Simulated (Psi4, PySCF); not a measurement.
Torsional profile of SMILES C=C[SiH2][SiH2]Cl, singlet. Scanned: dihedral C1–C2–Si3–Si4; all other coordinates were relaxed at GFN2-xTB. Points at φ and −φ are mirror images. Heavy atoms are numbered in the order of the SMILES C=C[SiH2][SiH2]Cl, hydrogens after them in the order of the atoms that carry them; the mirror image has the same energies with the sign of each dihedral reversed.

Levels of theory: RKS-B3LYP/6-31G* = PySCF 2.14.0 with restricted B3LYP/6-31G*, spherical d, density fitting // GFN2-xTB; MP2/cc-pVTZ = DF-MP2 (frozen core)/cc-pVTZ // GFN2-xTB (Psi4).

Energies relative to the lowest point of each profile, in kJ/mol:

| φ / ° | RKS-B3LYP/6-31G* |
|---|---|
| -150 | 5.0 |
| -120 | 0.0 |
| -90 | 0.8 |
| -60 | 4.5 |
| -30 | 5.3 |
| 0 | 4.5 |
| 30 | 5.3 |
| 60 | 4.5 |
| 90 | 0.8 |
| 120 | 0.0 |
| 150 | 5.0 |
| 180 | 9.7 |

Q: What does MP2/cc-pVTZ give at the same points?

A: -150: 4.8; -120: 0.0; -90: 0.9; -60: 4.0; -30: 3.6; 0: 2.1; 30: 3.6; 60: 4.0; 90: 0.9; 120: 0.0; 150: 4.8; 180: 9.1 (kJ/mol).
